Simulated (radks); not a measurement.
Problem. Ni, configuration [Ar] 3d8 4s2 (the NIST ground configuration). Calculated with a radial shooting solver on a logarithmic mesh with Libxc functionals: scalar-relativistic Kohn-Sham, LDA (Slater exchange, Perdew-Wang correlation), spin-polarised, spherical densities, finite nucleus; open shells are filled with parallel spins first; Fermi nuclear charge, rms radius 3.7757 fm. Some entries of the table are withheld. Estimate them.

orbital,occ.,eigenvalue (Ry),<r> (bohr),<1/r> (bohr^-1)
1s up,1,-602.3163,0.05418,28.04
1s down,1,-602.3151,0.05418,28.05
2s up,1,-72.04817,0.2455,6.055
2s down,1,-71.96166,0.2454,6.060
2p up,3,-62.06704,0.2156,5.950
2p down,3,-62.00039,0.2155,5.954
3s up,1,-8.19331,0.7408,(1)
3s down,1,-8.03225,0.7424,(2)
3p up,3,-5.30741,0.7783,1.775
3p down,3,-5.15064,0.7810,1.768
3d up,5,-0.73429,0.9961,(3)
3d down,3,-0.59575,1.033,(4)
4s up,1,-0.44270,2.751,0.4753
4s down,1,-0.41766,2.821,0.4624

Solution. 
(1) 3s up <1/r> (bohr^-1): 1.920
(2) 3s down <1/r> (bohr^-1): 1.915
(3) 3d up <1/r> (bohr^-1): 1.373
(4) 3d down <1/r> (bohr^-1): 1.345
